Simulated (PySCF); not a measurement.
Spin-rotation constants: SMILES CCN(C)[SiH2]N, C3H12N2Si

Geometry:
```tsv
atom	x (Å)	y (Å)	z (Å)
C1	-1.957	-0.341	0.544
C2	-0.610	0.223	0.998
N3	0.290	0.551	-0.082
C4	-0.108	1.708	-0.841
Si5	1.281	-0.653	-0.808
N6	1.857	-1.617	0.502
H7	-2.557	-0.612	1.408
H8	-2.510	0.390	-0.042
H9	-1.794	-1.226	-0.066
H10	-0.779	1.128	1.597
H11	-0.114	-0.517	1.626
H12	0.698	1.995	-1.513
H13	-1.004	1.532	-1.447
H14	-0.312	2.542	-0.164
H15	0.630	-1.629	-1.696
H16	2.287	0.111	-1.561
H17	2.387	-2.438	0.264
H18	2.306	-1.141	1.270
```

Theory: GIAO HF/pcSseg-1 magnetisability, rotational g tensor and spin-rotation constants, non-relativistic, gas phase (PySCF). Geometry: GFN2-xTB.

Question: Give the nuclear spin-rotation constants along the inertial axes (H = +C I·J) beside the isotropic shieldings.

Answer: Rotational constants 3.7586, 2.0713, 1.5818 GHz. A star marks the isotopologue with that one atom substituted, in its own axes.
```
atom  isotope  Caa (kHz)  Cbb (kHz)  Ccc (kHz)  mean (kHz)  σ (ppm)
  N3      14N      0.102      0.069      0.051       0.074    256.3
  N6      14N      0.097      0.087      0.032       0.072    259.9
  H7       1H     -0.327     -0.031     -0.168      -0.175     31.4
  H8       1H     -0.147     -0.113     -0.158      -0.139     30.6
  H9       1H     -0.231     -0.224     -0.053      -0.169     31.1
 H10       1H     -0.179     -0.206     -0.049      -0.145     29.9
 H11       1H     -0.162     -0.057     -0.133      -0.117     28.6
 H12       1H     -0.199     -0.021     -0.177      -0.132     29.4
 H13       1H     -0.216     -0.223     -0.014      -0.151     29.6
 H14       1H     -0.186     -0.214     -0.046      -0.149     29.9
 H15       1H     -0.330     -0.179      0.063      -0.149     27.8
 H16       1H     -0.245      0.044     -0.144      -0.115     27.9
 H17       1H     -0.081     -0.229     -0.178      -0.163     31.9
 H18       1H     -0.465     -0.251      0.002      -0.238     31.9
  C1     13C*      0.489      0.277      0.175       0.314    179.0
  C2     13C*      0.685      0.311      0.263       0.419    152.0
  C4     13C*      0.593      0.288      0.255       0.379    160.0
 Si5    29Si*     -1.863     -1.140     -0.907      -1.303    425.7
```
For the geometry as given, no vibrational averaging.

Question: How do the rotational constants and the g tensor change when H7, H8, H9, H10, H11, H12, H13, H14, H15, H16, H17, H18 are replaced by deuterium?

Answer: Constants 2.8964, 1.6913, 1.3000 GHz; g -0.0176, -0.0047, -0.0040, against -0.0230, -0.0058, -0.0048 before.
